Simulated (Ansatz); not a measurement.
Cost and result for the atomization energy of CH6B2OS (11 atoms, 11 bonds).

| atom | x (Å) | y (Å) | z (Å) |
| --- | --- | --- | --- |
| B1 | 0.3812 | -1.1099 | -0.6116 |
| B2 | -0.8329 | -0.0195 | -0.1304 |
| O3 | -2.1793 | 0.0872 | -0.1999 |
| C4 | 0.0445 | 1.1386 | 0.5543 |
| S5 | 1.5652 | 0.5388 | -0.2661 |
| H6 | 0.5793 | -1.5032 | -1.7319 |
| H7 | 0.6813 | -1.9032 | 0.2521 |
| H8 | -2.5833 | -0.6620 | -0.6456 |
| H9 | 0.1367 | 0.9858 | 1.6317 |
| H10 | -0.1364 | 2.1952 | 0.3540 |
| H11 | 2.3438 | 0.2523 | 0.7934 |

Total charge 0; spin multiplicity 1. The bonds changed during the relaxation, so this is another structure than the one it started from. The structure was optimised at the PBE0-D4/def2-TZVP level. It is one conformer, not always the lowest. Program: Ansatz. All runs use 4 threads of an Arm Neoverse V1 on a shared host. Times are those of one run each, without the atoms' runs, and a repeat can differ threefold. Electronic energies, without spin–orbit coupling; frozen cores. CCSD(T)/CBS adds CCSD(T) − MP2 in def2-TZVPP to the MP2 limit, and its time is that of the two runs behind it. T1 = 0.013. B3LYP takes the VWN-RPA correlation (the form of Gaussian; ORCA's B3LYP/G).

CCSD(T)/CBS is a level of theory with its own doubt, some kJ/mol a heavy atom from the limit and from the frozen cores, so smaller differences don't rank the functionals.

```json
{"level": "PBE-D4/def2-TZVPP (with forces)", "functions": "250", "wall time": "2.7 s"}
{"level": "PBE0-D4/def2-TZVPP", "functions": "250", "wall time": "3.2 s"}
{"level": "B3LYP-D4/def2-TZVPP (with forces)", "functions": "250", "wall time": "5 s"}
{"level": "r2SCAN-D4/def2-TZVPP (with forces)", "functions": "250", "wall time": "5.5 s"}
{"level": "B2PLYP/def2-TZVPP", "functions": "250", "wall time": "6 s"}
{"level": "ωB97X-V/def2-TZVPP", "functions": "250", "wall time": "8.5 s"}
{"level": "ωB97M-V/def2-TZVPP (with forces)", "functions": "250", "wall time": "13 s"}
{"level": "MP2/def2-QZVPP", "functions": "478", "wall time": "26 s"}
{"level": "CCSD(T)/def2-TZVPP", "functions": "250", "wall time": "2.5 min"}
{"level": "CCSD(T)/CBS(def2)", "functions": "–", "wall time": "2.9 min"}
```

Question: What atomization energy does each give, and how far from CCSD(T)/CBS? (Estimate.)

Answer: Computed: 
```tsv
level	atomization (kJ/mol)	difference from CCSD(T)/CBS	per bond
PBE-D4/def2-TZVPP (with forces)	4157.8	124.2	11.3
PBE0-D4/def2-TZVPP	4087.5	53.9	4.9
B3LYP-D4/def2-TZVPP (with forces)	4053.1	19.5	1.8
r2SCAN-D4/def2-TZVPP (with forces)	4092.7	59.1	5.4
B2PLYP/def2-TZVPP	4007.2	-26.4	-2.4
ωB97X-V/def2-TZVPP	4063.0	29.4	2.7
ωB97M-V/def2-TZVPP (with forces)	4079.5	45.9	4.2
MP2/def2-QZVPP	4074.1	40.5	3.7
CCSD(T)/def2-TZVPP	3936.5	-97.1	-8.8
CCSD(T)/CBS(def2)	4033.6	0.0	0.0
```

The D4 term adds +37.4 kJ/mol with B3LYP and +19.4 kJ/mol with PBE0; it sums over pairs of atoms, weighted by their polarisabilities, and B3LYP, whose exchange is more repulsive, gets the larger term. In def2-TZVPP, CCSD(T) changes the Hartree–Fock value by +953.5 kJ/mol (the triples alone add +63.8 kJ/mol) and MP2 by +1034.3 kJ/mol; breaking electron pairs costs correlation energy, which Hartree–Fock lacks. From PBE to PBE0 (25 % exact exchange), in def2-TZVPP and without D4, the atomization energy moves by −66.5 kJ/mol: exact exchange takes away binding that semilocal exchange gives to molecules.
